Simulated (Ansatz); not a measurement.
Ansatz (a program for electronic structure) input (B3LYP-D3(BJ)/def2-TZVP):

Ansatz 0.2 input:
```yaml
crystal:
  periodic: [false, false, false]
  atoms:
    - {symbol: In, position_ang: [-0.13587432, -0.28536385, 0.37183336]}
    - {symbol: O, position_ang: [1.16220720, -0.30172056, -1.13859537]}
    - {symbol: H, position_ang: [1.92519839, 0.29841928, -1.16910680]}
    - {symbol: O, position_ang: [-0.43935288, -1.21250704, 2.00999325]}
    - {symbol: H, position_ang: [-1.23218216, -0.96552630, 2.51061701]}
    - {symbol: O, position_ang: [-0.53280301, 1.23510036, -0.85095324]}
    - {symbol: H, position_ang: [-0.86483137, 1.11367222, -1.75400901]}
basis:
  gaussian:
    orbitals: def2-TZVP
hamiltonian:
  xc: b3lyp
  dispersion: d3bj
total_charge: 1
magnetization: {spin_polarized: true, initial_magnetization: 1}
relax: {f_tol: 0.002, max_steps: 150}
```

End of the output:

```
mean field: 0.89 GiB planned
mean field evaluation 64: about -11359.5282 eV, gradient 9.6e-1 eV
mean field -11359.57587196 eV, -417.4567134973 hartree, gradient 1.4e-5 eV, S^2 0.763245; 0 other end points of the search recorded, 0 dependent functions left out
the calculation of the forces begins
reference -11359.57610495 eV, -417.4567220596 hartree; 24, 23 occupied and 137, 138 virtual orbitals, 1050 factors
relax step   8: F+E_penalty+E_count = -11359.75678285 eV  Δ(F+E_penalty+E_count) = -5.567e-5 eV  max|allowed force component| = 8.426e-3 eV/Å  Δτ_max = 0.0150 Å  (47 SCF iters, accepted)
these checks for a lower state are left out or cut short: starts, cluster_reference, orbital_swaps, neighbouring_geometries, increment
integrals: 0.07 GiB planned
1050 factors; their error is unknown
mean field: 0.89 GiB planned
mean field -11359.57588742 eV, -417.4567140656 hartree, gradient 2.6e-5 eV, S^2 0.763256; 0 other end points of the search recorded, 0 dependent functions left out
the calculation of the forces begins
reference -11359.57612040 eV, -417.4567226275 hartree; 24, 23 occupied and 137, 138 virtual orbitals, 1050 factors
relax step   9: F+E_penalty+E_count = -11359.75679540 eV  Δ(F+E_penalty+E_count) = -1.255e-5 eV  max|allowed force component| = 1.265e-3 eV/Å  Δτ_max = 0.0037 Å  (48 SCF iters, accepted)
integrals: 0.07 GiB planned
1050 factors; their error is unknown
mean field: 0.89 GiB planned
mean field evaluation 96: about -11359.5759 eV, gradient 4.1e-3 eV
mean field -11359.57588742 eV, -417.4567140655 hartree, gradient 6.8e-5 eV, S^2 0.763256; 1 other end points of the search recorded, 0 dependent functions left out
the calculation of the forces begins
reference -11359.57612040 eV, -417.4567226275 hartree; 24, 23 occupied and 137, 138 virtual orbitals, 1050 factors
Total energy: -11359.75702838 eV, -417.4633708732 hartree
Atom 0 at    -0.147410    -0.249227     0.421671 Å, force    -0.000718    -0.001265     0.000445 eV/Å
Atom 1 at     1.183004    -0.338298    -1.146399 Å, force     0.000927     0.000333    -0.000219 eV/Å
Atom 2 at     1.862422     0.356842    -1.222057 Å, force    -0.000610    -0.000123     0.000112 eV/Å
Atom 3 at    -0.458342    -1.251346     2.027412 Å, force     0.000008     0.000059    -0.000162 eV/Å
Atom 4 at    -1.246824    -0.984643     2.525754 Å, force     0.000290     0.000424     0.000083 eV/Å
Atom 5 at    -0.477106     1.286683    -0.873959 Å, force     0.000134     0.000485    -0.000009 eV/Å
Atom 6 at    -0.833383     1.062063    -1.752641 Å, force    -0.000031     0.000088    -0.000249 eV/Å
Dipole moment:    -0.176940     0.297506    -0.197632 e Å
```
